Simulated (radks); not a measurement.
Question: Valence configurations of the iridium ion Ir+ (all share [Xe]). All-electron calculation, non-relativistic Kohn-Sham, r2SCAN, spin-polarised, spherical densities, point nucleus; open shells are filled with parallel spins first (spin-orbit coupling, left out, can overturn this in heavy ions); meta-GGA in the generalised Kohn-Sham scheme; relativity is left out, which matters for an element this heavy. Program: a radial shooting solver on a logarithmic mesh with Libxc functionals. Order these by energy: 4f14 5d5.5 6s1.5 6p1; 4f14 5d6 6s1 6p1; 4f13 5d8 6p1; 4f14 5d5 6s1 6p2; 4f13 5d7 6s1 6p1; 4f14 5d7 6p1; 4f13 5d7.5 6s1.5; 4f14 5d7 6s1; 4f14 5d7.5 6s0.5; 4f14 5d8.

Answer: From the lowest, in eV above it: 4f14 5d8 0.000; 4f14 5d7.5 6s0.5 1.397; 4f14 5d7 6s1 2.748; 4f14 5d7 6p1 7.750; 4f14 5d6 6s1 6p1 11.138; 4f14 5d5.5 6s1.5 6p1 14.807; 4f14 5d5 6s1 6p2 20.726; 4f13 5d7.5 6s1.5 77.825; 4f13 5d8 6p1 79.440; 4f13 5d7 6s1 6p1 84.789. NIST lists [Xe] 4f14 5d7 6s1 as the ground configuration; this level of theory puts 4f14 5d8 lower, by 2.748 eV. The energies are those of spherical high-spin densities, not of single terms. Relativity is left out, which favours d and f over s occupation in heavy atoms.
